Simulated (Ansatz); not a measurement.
**ScH₂, doublet: energies of several shapes or isomers**

Computed with Ansatz's Gaussian-basis code (development build). Basis def2-SVP, nonrelativistic, 9 orbitals frozen in the corrections; active space CAS(5,8). Restricted Hartree–Fock, then the lowest state-specific CASSCF solution met for each case. Small basis; these aren't basis-limit values. Single-reference values can break down or jump between states where bonds are stretched. Unlike active orbitals can shift such differences by tenths of an eV, at times by over 1 eV.

Case A:

```xyz
3

H     0.0000    0.8261    1.7716
Sc    0.0000    0.0000    0.0000
H     0.0000    0.8261   -1.7716
```

Case B. A bond is stretched, to 1.80 times the sum of the covalent radii.

```xyz
3

H     0.0000    1.5299    3.2808
Sc    0.0000    0.0000    0.0000
H     0.0000    0.7649   -1.6404
```

Case C:

```xyz
3

H     0.0000    0.7649    1.6404
Sc    0.0000    0.0000    0.0000
H     0.0000    0.7649   -1.6404
```

Case D. A bond is stretched, to 1.35 times the sum of the covalent radii.

| atom | x (Å) | y (Å) | z (Å) |
| --- | --- | --- | --- |
| H | 0.0000 | 1.1474 | 2.4606 |
| Sc | 0.0000 | 0.0000 | 0.0000 |
| H | 0.0000 | 0.7649 | -1.6404 |

Energy less that of case A, in eV:

| case | RHF/ROHF | CASSCF |
| --- | --- | --- |
| B | +2.745 | +2.082 |
| C | +0.108 | +0.053 |
| D | +1.175 | +0.947 |

Task: Give the SC-NEVPT2 energies against case A.

Result: B: +2.272 eV; C: -0.053 eV; D: +1.065 eV.

Task: Which case is lowest, and do the methods agree?

Result: C is lowest in SC-NEVPT2. RHF/ROHF puts A lowest. CASSCF puts A lowest.
